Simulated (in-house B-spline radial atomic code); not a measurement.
The numbers below are computed, except where a source is named.
Softness against transferability: the 3s channel of V

V, [Ar] 3d3 4s2, non-relativistic LDA (VWN5), spherical and spin-unpolarised, from an all-electron radial atomic-structure program (B-spline basis) (atomic units). The all-electron 3s level is ε = -2.526904 hartree, its outermost node lies just inside 0.39 bohr and its outer maximum at 0.82 bohr.

Troullier-Martins pseudo-orbitals are made for several radii. The cutoffs (hartree) are the plane-wave energies beyond which the orbital holds less than the named kinetic energy per electron. The phase error is the difference, pseudo minus all-electron, of arctan(R P'/P) at R = 1.45 bohr for all radii, half a hartree below and above the level.

```json
{"r_c (bohr)": "0.61", "V_l(0) (hartree)": "-40.78", "cutoff for 10 mEh": "109", "for 1 mEh": "411", "for 0.1 mEh": "> 450", "phase error at ε − 0.5 (mrad)": "-6.0", "at ε + 0.5 (mrad)": "-1.2"}
{"r_c (bohr)": "0.71", "V_l(0) (hartree)": "-5.76", "cutoff for 10 mEh": "69.6", "for 1 mEh": "153", "for 0.1 mEh": "325", "phase error at ε − 0.5 (mrad)": "-2.9", "at ε + 0.5 (mrad)": "-0.5"}
{"r_c (bohr)": "0.82", "V_l(0) (hartree)": "6.41", "cutoff for 10 mEh": "48", "for 1 mEh": "76.4", "for 0.1 mEh": "138", "phase error at ε − 0.5 (mrad)": "-2.1", "at ε + 0.5 (mrad)": "-0.4"}
{"r_c (bohr)": "0.93", "V_l(0) (hartree)": "5.65", "cutoff for 10 mEh": "46.1", "for 1 mEh": "74.4", "for 0.1 mEh": "132", "phase error at ε − 0.5 (mrad)": "-2.2", "at ε + 0.5 (mrad)": "-0.4"}
{"r_c (bohr)": "1.03", "V_l(0) (hartree)": "2.80", "cutoff for 10 mEh": "31", "for 1 mEh": "65.9", "for 0.1 mEh": "115", "phase error at ε − 0.5 (mrad)": "-3.5", "at ε + 0.5 (mrad)": "-0.6"}
{"r_c (bohr)": "1.15", "V_l(0) (hartree)": "0.03", "cutoff for 10 mEh": "24.2", "for 1 mEh": "54.9", "for 0.1 mEh": "93", "phase error at ε − 0.5 (mrad)": "-7.0", "at ε + 0.5 (mrad)": "-1.3"}
```

(1) Which radius needs the lowest cutoff for 1 mEh while both phase errors stay within 3.6 mrad?

(2) What does the larger radius buy, and what does it cost?

## Answers

(1) The radii within that limit are 0.71, 0.82, 0.93, 1.03 bohr; of these r_c = 1.03 needs the least, 65.9 hartree, that is 132 Ry or 1793 eV.

(2) From r_c = 0.61 to 1.15 bohr the cutoff for 1 mEh goes from 411 to 54.9 hartree, a factor of 7.49, against 3.55 for a pure 1/r_c² scaling, end to end; step by step it is 411, 153, 76.4, 74.4, 65.9, 54.9, and for 0.1 mEh > 450, 325, 138, 132, 115, 93; the number of plane waves goes as the cutoff to the power 3/2, here a factor of 20.5. The larger of the two phase errors is least at r_c = 0.82 bohr, 2.1 mrad; it is 6.0 at the smallest radius and 7.0 at the largest. These errors test the reference atom alone. The smallest radius lies well inside the outer maximum, where the nodeless form must bend sharply to keep the norm, so it is both harder and scatters less well than the next. Large radii also let the cores of neighbours overlap, which an atom doesn't show.
